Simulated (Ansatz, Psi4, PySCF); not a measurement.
iminoborane (H₂BN), singlet, geometry from GFN2-xTB. Base run: WB97X-V/6-311G** in PySCF.

Here is a job for PySCF.
```python
from pyscf import gto, scf, dft

mol = gto.Mole()
mol.atom = '''
    B     0.697434    0.017586    0.015856
    N    -0.541988   -0.010755   -0.010437
    H     1.836800    0.040376    0.037915
    H    -1.530057   -0.053021   -0.044133
'''
mol.basis = '6-311g**'
mol.charge = 0
mol.spin = 0
mol.verbose = 4
mol.build()

mf = dft.RKS(mol)
mf.xc = 'wb97x_v'
mf.kernel()
```

The same geometry, method and basis name were run in Ansatz (a quantum-chemistry and plane-wave program) and Psi4 and PySCF, at each program's defaults and at the settings that a row names. The base is PySCF at its defaults. Differences at the defaults can come from grids, fitting, cores and function types together.

```json
[
 {"code and settings": "PySCF, defaults (exact integrals, its default grid, spherical functions)", "ΔE vs base (mEh)": "0.000", "basis functions": "48", "E (Eh)": "-80.79436", "SCF cycles": "8", "dipole (D)": "0.10"},
 {"code and settings": "Psi4, defaults (density fitting with its default set, its default grid, spherical functions)", "ΔE vs base (mEh)": "-0.014", "basis functions": "48", "E (Eh)": "-80.79438", "SCF cycles": "8", "dipole (D)": "0.10"},
 {"code and settings": "Ansatz, defaults (factorised integrals, its default grid, spherical functions)", "ΔE vs base (mEh)": "0.001", "basis functions": "48", "E (Eh)": "-80.79436", "SCF cycles": "-", "dipole (D)": "-"},
 {"code and settings": "PySCF, density fitting with def2-universal-jkfit", "ΔE vs base (mEh)": "-0.024", "basis functions": "48", "E (Eh)": "-80.79439", "SCF cycles": "8", "dipole (D)": "0.10"},
 {"code and settings": "PySCF, fine grid", "ΔE vs base (mEh)": "0.000", "basis functions": "48", "E (Eh)": "-80.79436", "SCF cycles": "8", "dipole (D)": "0.10"},
 {"code and settings": "Psi4, exact integrals, spherical functions, fine grid", "ΔE vs base (mEh)": "0.000", "basis functions": "48", "E (Eh)": "-80.79436", "SCF cycles": "9", "dipole (D)": "0.10"},
 {"code and settings": "Ansatz, high accuracy", "ΔE vs base (mEh)": "0.000", "basis functions": "48", "E (Eh)": "-80.79436", "SCF cycles": "-", "dipole (D)": "-"}
]
```
